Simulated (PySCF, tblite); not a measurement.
A set of runs on `N[Si]1C=C(F)C=C1` [radical]; the geometry of each is named by its level. Settings lines and outputs come from a driver script.

Species: C₄H₅FNSi (doublet state).
Numbering: `[NH2:1][Si:2]1[CH:3]=[CH:4][C:5]([F:6])=[CH:7]1` (hydrogens: H8, H9 on N1; H10 on C3; H11 on C4; H12 on C7)

Step 1: GFN2-xTB geometry optimisation, gas phase (tblite 0.8.0) (from a force-field or distance-geometry start)
```json
{"job": {"kind": "relax", "xc": "GFN2-xTB", "basis": "xTB"}, "charge": 0, "multiplicity": 2}
```
```
step      E/eV     max force
  0    -554.52023    1.270
  1    -554.57242    0.657
  2    -554.60805    0.545
...
 56    -555.22955    0.023
 57    -555.22959    0.013
 58    -555.22961    0.011
 59    -555.22962    0.011
 60    -555.22963    0.009
```

Energy lowered by 16.4 kcal/mol over 60 steps; largest atomic force 0.009 eV/Å at the end. «max force» is the largest atomic force in eV/Å.

On one thread of an Arm Neoverse V2, shared host with 96 logical CPUs at a one-minute load of 31, this took 0.29 s.

Step 2: GFN2-xTB harmonic vibrations, gas phase (tblite 0.8.0) (on the GFN2-xTB geometry)
```json
{"job": {"kind": "ir", "xc": "GFN2-xTB", "basis": "xTB"}, "charge": 0, "multiplicity": 2}
```
```
(table of modes left out)
```

30 modes from 43 to 3508 cm⁻¹ (unscaled, harmonic); zero-point energy 50.4 kcal/mol; all wavenumbers are real at this level.

The run took 0.27 s of wall time on Arm Neoverse V2, one thread, no GPU, shared host with 96 logical CPUs at a one-minute load of 31.

Step 3: UKS B3LYP, pcH-1 on C F H N Si, non-relativistic, mean-field spin-orbit, GIAO (PySCF 2.14.0) (on the GFN2-xTB geometry)
```json
{"job": {"kind": "epr", "basis": "pcH-1"}, "charge": 0, "multiplicity": 2}
```
```
...
E = -599.49672597 Eh   <S^2> = 0.7559 (exact 0.7500)
g shifts (ppm)      1          2          3
  rmc          -155       -155       -155
  gc              8         43         15
  oz_so         -20        892       1919
  total        -167        781       1778
hyperfine (MHz)  atom isotope    a_iso     a_fc   dipolar eigenvalues
    0   14N       3.55       3.54     -2.88     -2.66      5.54
    1  29Si     -82.04     -82.75   -113.87     56.18     57.69
    2   13C     -10.01      -9.93     -9.71     -5.88     15.60
    3   13C       5.35       5.38    -17.12    -16.49     33.61
    4   13C      13.34      13.27    -22.16    -20.94     43.10
    5   19F      41.36      41.16    -84.04    -73.11    157.15
    6   13C     -20.41     -20.39     -5.93      2.06      3.87
    7    1H      26.86      26.86     -3.83     -2.75      6.58
    8    1H       2.74       2.73     -3.75     -2.13      5.87
    9    1H      -7.15      -7.13     -4.76     -1.29      6.04
   10    1H     -16.41     -16.41     -9.20     -1.87     11.07
   11    1H       1.00       1.01     -1.83     -0.15      1.98
```

⟨S²⟩ 0.756; g_iso 2.0031. rmc, gc and oz_so are the mass-correction, gauge-correction and orbital-Zeeman/spin–orbit parts of the g shift along its three principal axes; a_iso is the isotropic hyperfine coupling and a_fc its Fermi-contact part. The log counts atoms from 0, this text from 1.

Time: 45 s wall (with the writing of density and orbital grids); peak memory 0.91 GiB. Hardware: Arm Neoverse V2, one thread, shared host with 96 logical CPUs at a one-minute load of 31.

Geometry of the electronic-property runs (GFN2-xTB):
```
atom  x, y, z in Å
N1     2.5603    0.3775    0.2083
Si2    0.8725    0.1255    0.0764
C3    -0.3487    0.7766   -1.1208
C4    -1.5747    0.2826   -0.7403
C5    -1.5658   -0.5450    0.4102
F6    -2.7330   -1.0628    0.8602
C7    -0.3723   -0.8066    1.0356
H8     3.1717    0.0968   -0.5408
H9     3.0089    0.2669    1.1026
H10   -0.2188    1.4131   -1.9763
H11   -2.4963    0.4934   -1.2558
H12   -0.3026   -1.4187    1.9146
```

 (This holds for the electronic-property runs.)

One conformer stands for the species.
